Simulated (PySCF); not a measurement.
Several structures and their simulated spectra, in scrambled order.

A. t-Crotononitrile (SMILES C(/C=C/C)#N)
B. SMILES O(CC)[C@H]1C[C@H]2C[C@H](C2)C1
C. SMILES COc1[nH]c(C)cp1
D. `CC(OC=C1CC(C)C1)C`

Spectrum 1. ¹H NMR (500 MHz, computed): δ 3.56 (m, 1H), 3.54 (q, 2H), 2.24 (m, 1H), 2.21 (m, 1H), 2.20 (m, 2H), 2.20 (m, 2H), 1.97 (m, 2H), 1.82 (m, 1H), 1.28 (t, 3H), 0.86 (m, 1H). ¹³C{¹H} NMR (computed): δ 74.8 (CH), 67.4 (CH2), 41.6 (CH2), 38.9 (CH2), 33.5 (CH), 28.4 (CH2), 18.5 (CH3).

Spectrum 2. ¹H NMR (500 MHz, computed): δ 7.83 (br s, 1H), 6.40 (m, 1H), 4.00 (s, 3H), 2.41 (s, 3H). ¹³C{¹H} NMR (computed): δ 194.7 (C), 130.2 (C), 123.5 (CH), 59.9 (CH3), 18.0 (CH3).

Spectrum 3. ¹H NMR (500 MHz, computed): δ 6.97 (dq, J = 17.2, 7.8 Hz, 1H), 5.44 (dq, J = 17.2, 2.4 Hz, 1H), 2.09 (dd, J = 7.8, 2.4 Hz, 3H). ¹³C{¹H} NMR (computed): δ 161.5 (CH), 122.2 (C), 107.3 (CH), 23.6 (CH3).

Spectrum 4. ¹H NMR (500 MHz, computed): δ 6.03 (s, 1H), 3.83 (sept, 1H), 2.94 (m, 1H), 2.90 (m, 1H), 2.33 (m, 1H), 2.29 (m, 1H), 2.29 (m, 1H), 1.19 (d, 6H), 1.14 (d, 3H). ¹³C{¹H} NMR (computed): δ 147.3 (CH), 116.5 (C), 76.9 (CH), 35.1 (CH2), 35.0 (CH2), 26.6 (CH), 25.0 (CH3), 24.8 (CH3).

PySCF calculation with PBE0/pcSseg-1 with gauge-including orbitals, geometry: GFN2-xTB and J couplings at B3LYP/pcJ-1 (spin–dipole term left out of most H,H and C,H couplings); averaged over atoms made equivalent by symmetry, fast rotation or ring inversion, relativity neglected, isolated molecule, one conformer.

References, each an isolated molecule treated in the same way: TMS for ¹H (σ = 31.72 ppm), ¹³C (σ = 186.93 ppm). Multiplet labels drop J under 1 Hz and among equivalent protons, and merge close values. Unscaled 3J(H,H) run several per cent high. Splittings of carbon signals by F and P are missing where no couplings were computed. Where no couplings were computed, multiplicities follow the n + 1 count of equivalent neighbours, and m marks all less simple cases (inequivalent or close neighbours, rings, F or P nearby). Shifts are as computed. Against solution values, carbons near 30 ppm lie about +3 ppm off and those near 130 ppm about +5 ppm. Of 1211 compounds with measured shifts, 218 miss one by over three times the rms of a fit or turn the order of signals round; such compounds aren't used in these exercises. OH and NH positions are gas-phase values without hydrogen bonding to other molecules.

Question: Match each spectrum to its structure.

Answer: 1–B, 2–C, 3–A, 4–D.

- Spectrum 1 (B): 7 ¹³C signals; δC 74.8 is an sp3 CH bonded to O; δC 67.4 is an sp3 CH2 bonded to O.
- Spectrum 2 (C): 5 ¹³C signals; δC 194.7 is an aromatic carbon bearing oxygen; δC 59.9 is a methyl carbon bonded to O.
- Spectrum 3 (A): 4 ¹³C signals; δC 161.5 is an alkene CH; δC 122.2 is a nitrile carbon.
- Spectrum 4 (D): 8 ¹³C signals; δC 147.3 is an alkene carbon bearing oxygen; δC 76.9 is an sp3 CH bonded to O.
